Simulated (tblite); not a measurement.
Compound: C₄H₁₂PSi (charge +1).
Bonds: C1–C2 (double), C2–C3, C2–P4, P4–C5, C5–Si6. Hydrogens: H7, H8 on C1; H9, H10, H11 on C3; H12, H13 on P4; H14, H15 on C5; H16, H17, H18 on Si6.

Structure optimised with GFN2-xTB, isolated species.

(1) Give the optimised bond lengths and angles.

Answers

(1) 
```csv
bond,length (bohr),order
C1=C2,2.510,double
C2–C3,2.827,single
C2–P4,3.405,single
P4–C5,3.377,single
C5–Si6,3.705,single
C1–H7,2.037,single
C1–H8,2.036,single
"C3–H9, C3–H10, C3–H11",2.059,single
"P4–H12, P4–H13",2.611,single
"C5–H14, C5–H15",2.064,single
"Si6–H16, Si6–H17, Si6–H18",2.758,single
```

Bonds in one row agree within 0.02 bohr and their mean is given. Orders are formal, as drawn. A selection of angles:
```csv
angle,degrees
C2–C1–H7,121.0
C2–C1–H8,122.8
H7–C1–H8,116.2
C1–C2–C3,126.0
C1–C2–P4,121.1
C3–C2–P4,113.0
C2–C3–H9,110.9
C2–C3–H10,110.4
H9–C3–H10,107.8
H9–C3–H11,108.8
C2–P4–C5,117.9
C2–P4–H12,107.4
C5–P4–H12,110.1
C5–P4–H13,111.2
H12–P4–H13,102.1
P4–C5–Si6,114.0
P4–C5–H14,106.9
Si6–C5–H14,108.8
Si6–C5–H15,111.4
H14–C5–H15,107.2
C5–Si6–H16,106.3
C5–Si6–H17,104.4
H16–Si6–H17,111.6
H16–Si6–H18,114.3
H17–Si6–H18,114.5
```

Dihedral angles: C1–C2–P4–C5 9° (synperiplanar); C2–P4–C5–Si6 75° (synclinal). The mirror-image conformer, all signs reversed, is as good.

C2 (fully substituted alkene carbon) is planar (angles 126.0°, 121.1° and 113.0°, sum 360.0°, 0.01 Å off the plane of its three neighbours). Si6 (SiH3 silicon) is distorted tetrahedral (angles from 104.4° to 114.5°). Of the pairs four or more bonds apart, C5···H8 is among the closest relative to their van der Waals radii: 2.91 Å, 100 % of the sum of Bondi's values. P4 (phosphonium phosphorus) is distorted tetrahedral (angles from 102.1° to 117.9°). The 2 C–C bonds span 1.328 Å (C1=C2, drawn double) to 1.496 Å (C2–C3, drawn single), a spread of 0.168 Å. C1 (terminal =CH2 carbon) is planar (angles 122.8°, 121.0° and 116.2°, sum 360.0°, 0.00 Å off the plane of its three neighbours).

Point group: C1 (no symmetry element, even within 0.4 Å). Its GFN2-xTB frequencies are all real (lowest 45 cm⁻¹).

These are computed values.
